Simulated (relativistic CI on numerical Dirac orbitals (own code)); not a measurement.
Method of calculation: Dirac-Coulomb-Breit CI, orbitals from a KLI potential per configuration, QED by a radiative potential, unscaled Slater integrals (own radial code, finite nucleus).

The strongest absorption lines from the ground level of an ion, among the configurations computed and to levels below about 57.1 eV (vacuum wavelength in nm, gf): 21.726 (0.14), 23.764 (0.045), 23.896 (0.081), 24.046 (0.36), 24.249 (0.64), 24.365 (1.7), 24.470 (0.99), 24.606 (0.3).

(1) Which ion is it?
A. Cd VIII
B. Sn X
C. Cd VI
D. Pd VI

Answers

(1) A. Cd VIII has 41 electrons and the ground level 4s2 4p6 4d5 6S_5/2; the strongest line goes to 4s2 4p6 4d4 5p 6P°_7/2. The pattern of lines fixes the number of electrons, and along that sequence the line energies rise steadily with the charge (about as its square where n changes within one kind of shell, about linearly where n is kept but much faster in heavy ions where fine structure, which grows about as Z⁴, sets the gap, and irregularly where shells cross), which fixes Z. Configurations outside the model, such as inner-shell arrays, can give stronger lines. At this charge configurations can still be misplaced by up to about 7 % of their energy. Terms inside the open d or f shell come out 10 to 20 % too wide with unscaled integrals.

LS names give the leading component of a level, which can be under half, so a name can repeat, a term be missing and a line seem to break the LS rules.
